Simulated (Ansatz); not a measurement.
cis-[FeF2(H2O)4]+ (FeO₄F₂H₈⁺) was relaxed with PBE-D4 (def2-SVP) in Ansatz in these states: charge +1 doublet, charge +1 quartet, charge +1 sextet, charge +2 quintet, neutral quintet. The geometries follow in no particular order.

A:

Cartesian coordinates in Å:
```
Fe 0.194 0.164 -0.314
F -0.419 1.519 -1.346
O 0.393 -1.158 1.388
H 0.285 -0.804 2.294
H 1.294 -1.540 1.343
F 1.853 -0.462 -0.719
O -1.784 0.208 0.525
H -2.304 -0.605 0.680
H -2.353 0.825 0.020
O -0.522 -1.313 -1.708
H 0.271 -1.789 -2.035
H -0.912 -0.889 -2.501
O 1.099 1.666 0.943
H 0.836 2.554 0.618
H 2.070 1.625 0.810
```

B:

```xyz
15

Fe   -0.0078   -0.2583   -0.0163
F     0.1605   -1.2974   -1.4385
O    -0.1673    1.1666    1.4015
H     0.6978    1.5878    1.5958
H    -0.4329    0.7234    2.2370
F    -0.2301   -1.4484    1.2735
O     0.2342    1.3002   -1.2794
H    -0.5852    1.8309   -1.3782
H     0.4026    0.9131   -2.1666
O    -1.9443   -0.3199   -0.3919
H    -2.3545   -0.8386    0.3377
H    -1.9422   -0.9492   -1.1545
O     1.9213   -0.4247    0.3694
H     2.3581   -0.8235   -0.4167
H     1.8898   -1.1619    1.0273
```

C:

Cartesian coordinates in Å:
```
Fe 0.070 0.183 -0.296
F -0.343 0.900 1.668
O 0.254 -0.784 -2.187
H -0.588 -0.798 -2.682
H 0.187 -1.577 -1.545
F -0.013 -1.929 -0.011
O 0.273 2.306 -0.271
H 1.203 2.597 -0.202
H -0.007 2.105 0.692
O 1.790 -0.326 0.955
H 1.434 -1.251 0.868
H 1.221 0.060 1.677
O -2.016 -0.337 0.111
H -1.833 0.100 0.985
H -1.631 -1.249 0.237
```

D:

```csv
atom,x (Å),y (Å),z (Å)
Fe1,0.169,0.111,-0.339
F2,0.490,-0.566,-1.905
O3,-0.190,0.691,1.594
H4,-1.134,0.769,1.847
H5,0.196,1.591,1.670
F6,1.185,1.561,-0.381
O7,-1.032,-1.447,0.081
H8,-0.406,-2.126,0.426
H9,-1.438,-1.847,-0.717
O10,1.653,-1.364,0.496
H11,2.196,-1.116,1.272
H12,2.299,-1.582,-0.208
O13,-1.345,1.581,-0.933
H14,-1.919,1.445,-1.714
H15,-0.724,2.298,-1.191
```

E:

Cartesian coordinates in Å:
```
Fe 0.115 -0.471 -0.145
F -0.566 -2.030 -0.058
O 0.650 1.470 -0.087
H 0.714 1.937 -0.955
H 1.460 1.691 0.435
F 1.530 -0.925 -0.982
O -1.489 0.162 0.824
H -1.669 1.094 1.088
H -2.226 -0.428 1.115
O 1.251 -0.575 1.659
H 2.078 -1.111 1.633
H 0.868 -0.713 2.556
O -0.721 0.080 -2.030
H -1.685 0.137 -2.221
H -0.310 -0.319 -2.833
```

Task: Judge from the bond lengths which geometry belongs to which state (an estimate).

Result: A is the charge +1 sextet (Fe1–F2 1.810 Å, Fe1–F6 1.819 Å, Fe1–O10 2.153 Å); B is the charge +1 doublet (Fe1–F2 1.769 Å, Fe1–F6 1.769 Å, Fe1–O10 1.974 Å); C is the neutral quintet (Fe1–F2 2.131 Å, Fe1–F6 2.133 Å, Fe1–O10 2.187 Å); D is the charge +1 quartet (Fe1–F2 1.736 Å, Fe1–F6 1.771 Å, Fe1–O10 2.253 Å); E is the charge +2 quintet (Fe1–F2 1.703 Å, Fe1–F6 1.706 Å, Fe1–O10 2.134 Å).

The name describes the sextet; other states may take another shape.
